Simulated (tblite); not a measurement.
Species: C5H8F2OSi.
Numbering: `[CH3:1][O:2][Si@H:3]1[CH2:4][C:5]([CH2:6][F:7])=[C:8]1[F:9]` (hydrogens: H10, H11, H12 on C1; H13 on Si3; H14, H15 on C4; H16, H17 on C6)

The geometry is computed with GFN2-xTB (gas phase).

Task: List the bond lengths, angles and torsions at this level.

Result: 
| bond | length (Å) | order |
| --- | --- | --- |
| C1–O2 | 1.401 | single |
| O2–Si3 | 1.611 | single |
| Si3–C4 | 1.913 | single |
| C4–C5 | 1.511 | single |
| C5–C6 | 1.488 | single |
| C6–F7 | 1.376 | single |
| C5=C8 | 1.336 | double |
| C8–F9 | 1.356 | single |
| Si3–C8 | 1.900 | single |
| C1–H10, C1–H11, C1–H12 | 1.091 | single |
| Si3–H13 | 1.458 | single |
| C4–H14 | 1.087 | single |
| C4–H15 | 1.088 | single |
| C6–H16 | 1.096 | single |
| C6–H17 | 1.099 | single |

Bonds in one row agree within 0.01 Å and their mean is given. Orders are formal, as drawn. A selection of angles:
| angle | degrees |
| --- | --- |
| C1–O2–Si3 | 130.7 |
| O2–Si3–C4 | 110.6 |
| O2–Si3–C8 | 120.5 |
| C4–Si3–C8 | 72.1 |
| Si3–C4–C5 | 89.0 |
| C4–C5–C6 | 125.5 |
| C4–C5–C8 | 103.9 |
| C6–C5–C8 | 130.6 |
| C5–C6–F7 | 111.2 |
| C5–C8–F9 | 125.7 |
| Si3–C8–C5 | 95.0 |
| Si3–C8–F9 | 139.2 |

Dihedral angles: C1–O2–Si3–C4 -176° (antiperiplanar); O2–Si3–C4–C5 119° (anticlinal); Si3–C4–C5–C6 178° (antiperiplanar); C4–C5–C6–F7 -33° (synclinal); C4–C5–C8–F9 180° (antiperiplanar); O2–Si3–C8–C5 -106° (anticlinal).

Of the pairs four or more bonds apart, F7···H14 is among the closest relative to their van der Waals radii: 2.80 Å, 105 % of the sum of Bondi's values. Si3 (oxygen-bound silicon) has angles from 72.1° to 120.5°. The 3 C–C bonds span 1.336 Å (C5=C8, drawn double) to 1.511 Å (C4–C5, drawn single), a spread of 0.175 Å. The 4-membered ring Si3–C4–C5–C8 has internal angles of 72.1° to 103.9°; it is almost planar, 0.02 Å rms from its mean plane, widest ring torsion 3°. O2 (silyl ether oxygen) is bent (angle 130.7°).

Point group: C1 (no symmetry element, even within 0.4 Å). Its GFN2-xTB frequencies are all real (lowest 31 cm⁻¹). The numbers are those of one conformer. 3 starts were optimised and ended at 0.00, 0.62 and 1.45 kcal/mol (GFN2-xTB); the lowest of these is shown.

The run took 1.2 s on an Arm Neoverse N1 with one thread, shared host with 64 logical CPUs at a one-minute load of 59. These figures are those of the optimisation.
